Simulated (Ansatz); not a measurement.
The same path of C3H7NOSi (13 atoms, charge 0, multiplicity 1) was run twice with different band settings. Lost on the way: C1–H7, O2–C3. Made: C3–H7.

The calculation used Ansatz 0.2.0, RKS PBE-D4/6-31G*.

Relaxed end points:

```xyz
13
Properties=species:S:1:pos:R:3
C -1.432 -2.241 0.775
O -0.077 -1.807 0.475
C 0.054 -0.477 0.453
N -0.811 0.477 0.643
Si 0.861 1.113 0.269
C 1.211 1.937 -1.382
H -1.397 -3.338 0.761
H -1.741 -1.871 1.767
H -2.133 -1.860 0.016
H 1.639 1.701 1.406
H 2.286 1.893 -1.628
H 0.647 1.437 -2.186
H 0.914 3.001 -1.355
```

```xyz
13
Properties=species:S:1:pos:R:3
C -2.049 -2.006 0.860
O -1.292 -2.957 0.725
C 0.662 -0.797 0.368
N -0.423 -0.117 0.548
Si 1.034 0.968 0.261
C 1.154 1.905 -1.359
H 0.764 -1.896 0.368
H -2.276 -1.552 1.857
H -2.623 -1.564 0.007
H 1.538 1.690 1.467
H 2.205 2.114 -1.620
H 0.707 1.308 -2.170
H 0.620 2.869 -1.298
```

Common settings: movable images 7; climbing image yes; spring 5.0 eV/Å²; optimiser quadratic models (default); start path through a guess of the saddle point; iteration limit 60; end points relaxed.

| run | force threshold |
| --- | --- |
| 1 | 0.05 eV/Å |
| 2 | 0.5 eV/Å |

Question: What does each run give, and how far can it be trusted?

Answer: Run 1: converged after 54 iterations, highest image 4.463 eV above the first end. Neighbouring images differ by up to 3.9 eV, so the band resolves the path poorly. A vibrational analysis at the climbing image gives one clearly imaginary mode, 416i cm⁻¹: a first-order saddle point.
Run 2: converged after 20 iterations, highest image 4.751 eV above the first end. The threshold of 0.5 eV/Å is loose, so the images may lie well off the minimum-energy path. Neighbouring images differ by up to 3.2 eV, so the band resolves the path poorly. The order of the stationary point at the top wasn't checked.
The orbitals stay closed-shell, which can raise the energy where a bond breaks towards radicals; this wasn't checked here.
